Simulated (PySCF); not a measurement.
Adding and removing an electron: AlTl

PBE; PySCF, scalar-relativistic core potentials, basis sets Al def2-SVP, Tl def2-SVP with ECP60. Neutral (UKS): triplet (σ ↑, π ↑), Re = 2.963 Å, ωe = 171 cm⁻¹, De = 1.46 eV, HOMO -3.48 eV, LUMO -3.33 eV.

AlTl⁺ (UKS): doublet (σ ↑), Re = 3.517 Å, ωe = 96.2 cm⁻¹. The energies at the minima are -414.72515 hartree for AlTl and -414.51812 for AlTl⁺.

Work out the adiabatic ionisation energy, without and with harmonic zero-point energies (1 hartree = 27.2114 eV, 1 eV = 8065.5 cm⁻¹), and the change of the bond length.

At PBE: 0.20703 hartree = 5.634 eV between the minima; the zero-point term (96.2 − 171.0)/2 cm⁻¹ = -0.005 eV makes it 5.629 eV. Re changes by +55.4 pm against the neutral. The electron leaves a π orbital, and the ion is left as a loose complex of an ion and an atom.

These are scalar-relativistic numbers at best; spin–orbit coupling would shift them, the dissociation energy most. States were picked by a PBE0 search and need not be the measured ground states.
